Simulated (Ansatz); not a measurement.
Calculated with Ansatz (gas phase, PBE0-D4/def2-TZVP geometries, no zero-point term in ΔE). CCSD(T)/CBS is the MP2 limit (def2-TZVPP, def2-QZVPP) plus CCSD(T) − MP2 in def2-TZVPP, frozen cores. DFT in def2-TZVPP. def2 core potentials past Kr. For Sn outer-core shells are correlated without core-valence functions, which leaves a few kJ/mol of doubt a bond. One conformer a species, not always the lowest.

`CC(C)[O][Sn][Cl]` + `OB(S)Cl` → `CC(C)OB(S)Cl` + `[OH][Sn][Cl]`  (substitution at a C–O bond)

| level | ΔE (eV) |
| --- | --- |
| ωB97M-V | 0.02 |
| PBE | 0.03 |
| MP2/def2-TZVPP | 0.04 |
| HF/def2-QZVPP | -0.03 |

What does CCSD(T)/CBS give? (Estimate.)

The calculation gave: +0.03 eV. The listed levels differ from it by -0.01, 0.00, 0.01, -0.06 eV.

Largest T1 diagnostic among the species: 0.017.

In def2-TZVPP, CCSD(T) changes the Hartree–Fock value by +0.05 eV (the triples alone add +0.01 eV) and MP2 by +0.06 eV. The D4 term adds +0.06 eV with B3LYP and +0.03 eV with PBE0; it sums over pairs of atoms, weighted by their polarisabilities, and B3LYP, whose exchange is more repulsive, gets the larger term.

B3LYP here is the variant with VWN-RPA as its local correlation; programs differ in this.
